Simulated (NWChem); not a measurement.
System meant: NbHSF$_{4}$; SMILES [F][Nb]([F])([F])([F])[SH]

Here is an NWChem input.

```
start job
memory heap 200 mb stack 900 mb global 1100 mb
geometry units angstroms noautoz
  Nb     0.000819     0.244758     0.000347
  F      1.861740     0.098179     0.003975
  F     -1.851880     0.085080    -0.003692
  F      0.002618     1.126308     1.615111
  F      0.009262     1.131005    -1.611824
  S     -0.075065    -2.119119    -0.003276
  H      1.266926    -2.287412    -0.000772
end
basis spherical
  Nb library def2-svp
  F library def2-svp
  S library def2-svp
  H library def2-svp
end
dft
  xc b3lyp
  iterations 150
  mulliken
end
task dft energy
```

End of the output:

```
             Northwest Computational Chemistry Package (NWChem) 7.3.0
             --------------------------------------------------------

 CS  symmetry detected

                             Geometry "geometry" -> ""
                             -------------------------

 Output coordinates in angstroms (scale by  1.889725989 to convert to a.u.)

  No.       Tag          Charge          X              Y              Z
 ---- ---------------- ---------- -------------- -------------- --------------
    1 Nb                  41.0000    -0.01428190     0.28902230     0.00000000
    2 F                    9.0000     1.85111179     0.21951034     0.00000000
    3 F                    9.0000    -1.85879896     0.05287875     0.00000000
    4 F                    9.0000    -0.04570835     1.17237774     1.61347263
    5 F                    9.0000    -0.04570835     1.17237774    -1.61347263
    6 S                   16.0000     0.00762874    -2.07597366     0.00000000
    7 H                    1.0000     1.35543275    -2.18863686     0.00000000

 Effective nuclear repulsion energy (a.u.)     771.9967474313

      Symmetry information
      --------------------

 Group name             Cs
 Group number              2
 Group order               2
 No. of unique centers     6

                                 NWChem DFT Module
                                 -----------------

 Summary of "ao basis" -> "ao basis" (spherical)
 ------------------------------------------------------------------------------
       Tag                 Description            Shells   Functions and Types
 ---------------- ------------------------------  ------  ---------------------
 Nb                         def2-svp                11       31   5s3p2d1f
 F                          def2-svp                 6       14   3s2p1d
 S                          def2-svp                 8       18   4s3p1d
 H                          def2-svp                 3        5   2s1p

      Symmetry analysis of basis
      --------------------------

        a'         72
        a"         38

            General Information
            -------------------
          SCF calculation type: DFT
          Wavefunction type:  closed shell.
          No. of atoms     :     7
          No. of electrons :    94
           Alpha electrons :    47
            Beta electrons :    47
          Charge           :     0
          Spin multiplicity:     1
          Use of symmetry is: on ; symmetry adaption is: on
          Maximum number of iterations: 150
          AO basis - number of functions:   110
                     number of shells:    46
          Convergence on energy requested:  1.00D-06
          Convergence on density requested:  1.00D-05
          Convergence on gradient requested:  5.00D-04

              XC Information
              --------------
                         B3LYP Method XC Potential
                     Hartree-Fock (Exact) Exchange  0.200
                        Slater Exchange Functional  0.800 local
                    Becke 1988 Exchange Functional  0.720 non-local
              Lee-Yang-Parr Correlation Functional  0.810
                  VWN I RPA Correlation Functional  0.190 local

             Grid Information
             ----------------
          Grid used for XC integration:  medium
          Radial quadrature: Mura-Knowles
          Angular quadrature: Lebedev.
          Tag              B.-S. Rad. Rad. Pts. Rad. Cut. Ang. Pts.
          ---              ---------- --------- --------- ---------
          Nb                  1.45      123          10.0       590
          F                   0.50       49          10.0       434
          S                   1.00       88          10.0       590
          H                   0.35       45          11.0       434
          Grid pruning is: on
          Number of quadrature shells:   403
          Spatial weights used:  Erf1

      Superposition of Atomic Density Guess
      -------------------------------------

 Sum of atomic energies:       -1519.52427468

      Non-variational initial energy
      ------------------------------

 Total energy =   -1526.500449
 1-e energy   =   -3596.678891
 2-e energy   =    1298.181695
 HOMO         =      -1.575459
 LUMO         =      -1.261755

      Symmetry analysis of molecular orbitals - initial
      -------------------------------------------------

  Numbering of irreducible representations:

     1 a'          2 a"

  Orbital symmetries:

     1 a'          2 a'          3 a"          4 a'          5 a'
     6 a'          7 a'          8 a'          9 a'         10 a"
    11 a'         12 a"         13 a'         14 a'         15 a"
    16 a'         17 a'         18 a'         19 a"         20 a'
    21 a'         22 a'         23 a"         24 a'         25 a"
    26 a"         27 a'         28 a"         29 a'         30 a'
    31 a'         32 a'         33 a"         34 a'         35 a'
    36 a"         37 a'         38 a"         39 a'         40 a"
    41 a'         42 a'         43 a"         44 a'         45 a'
    46 a"         47 a'         48 a'         49 a'         50 a"
    51 a'         52 a"         53 a'         54 a'         55 a"
    56 a'         57 a'

     ---------------------------------------------
      Total Density - Mulliken Population Analysis
     ---------------------------------------------

    Atom       Charge   Shell Charges
 -----------   ------   -------------------------------------------------------
    1 Nb  41    45.12   2.01  2.06  2.22  0.09 -0.06  6.04  7.94 -0.26 10.62 -0.03 14.49
    2 F    9     9.49   1.99  1.14  0.70  3.80  1.82  0.03
    3 F    9     9.49   1.99  1.14  0.69  3.82  1.81  0.03
    4 F    9     9.49   1.99  1.11  0.70  3.77  1.87  0.04
    5 F    9     9.49   1.99  1.11  0.70  3.77  1.87  0.04
    6 S   16    10.94   2.00  1.99  0.65  0.46  5.90  0.30 -0.33 -0.02
    7 H    1    -0.02   0.04 -0.05  0.00

[...]
```

Can this run be used? If not, why, and what is the fix?

The run ends normally but its numbers are meaningless: the def2 basis of a heavy element holds valence functions alone and wants its effective core potential (without it all electrons must fit into that basis). This input runs:
```
start job
memory heap 200 mb stack 900 mb global 1100 mb
geometry units angstroms noautoz
  Nb     0.000819     0.244758     0.000347
  F      1.861740     0.098179     0.003975
  F     -1.851880     0.085080    -0.003692
  F      0.002618     1.126308     1.615111
  F      0.009262     1.131005    -1.611824
  S     -0.075065    -2.119119    -0.003276
  H      1.266926    -2.287412    -0.000772
end
basis spherical
  Nb library def2-svp
  F library def2-svp
  S library def2-svp
  H library def2-svp
end
ecp
  Nb library def2-ecp
end
dft
  xc b3lyp
  iterations 150
  mulliken
end
task dft energy
```
It converges to -855.03039 Ha (B3LYP/def2-SVP with def2 effective core potentials on Nb). The faulty run gave -1563.563 Ha, with all electrons squeezed into the valence basis.
